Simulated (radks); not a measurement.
Initial-state core-level shifts of the gallium ion Ga+ when its valence configuration changes from [Ar] 3d10 4s2. Calculated with a radial shooting solver on a logarithmic mesh with Libxc functionals: Dirac Kohn-Sham, PBE, spin-unpolarised, spherical densities, finite nucleus; open shells are shared between the two j in proportion to 2j + 1; Fermi nuclear charge, rms radius 3.9973 fm. Shifts are changes of the shell-averaged eigenvalues in eV (positive: less bound); the change of the density at the nucleus, which sets a Mossbauer isomer shift, is in e/bohr^3, on a base of 2.825e+04.

3d10 4s1 4p1: 1s -1.902; 2p -1.809; 3s -1.886; 3p -1.883; density at nucleus -13.924
3d9 4s1 4p2: 1s -12.737; 2p -13.552; 3s -12.136; 3p -11.911; density at nucleus -7.195
3d9.5 4s2 4p0.5: 1s -5.382; 2p -5.797; 3s -5.146; 3p -5.041; density at nucleus +4.561
3d9 4s2 4p1: 1s -11.007; 2p -11.895; 3s -10.428; 3p -10.210; density at nucleus +9.467
3d9.5 4s1.5 4p1: 1s -6.302; 2p -6.676; 3s -6.055; 3p -5.947; density at nucleus -2.931
3d9 4s1.5 4p1.5: 1s -11.883; 2p -12.735; 3s -11.293; 3p -11.071; density at nucleus +1.276
3d8 4s2 4p2: 1s -22.954; 2p -24.949; 3s -21.339; 3p -20.879; density at nucleus +20.264
3d7 4s2 4p3: 1s -35.791; 2p -39.092; 3s -32.631; 3p -31.923; density at nucleus +32.290
3d10 4s1.5 4p0.5: 1s -0.968; 2p -0.921; 3s -0.959; 3p -0.958; density at nucleus -6.801
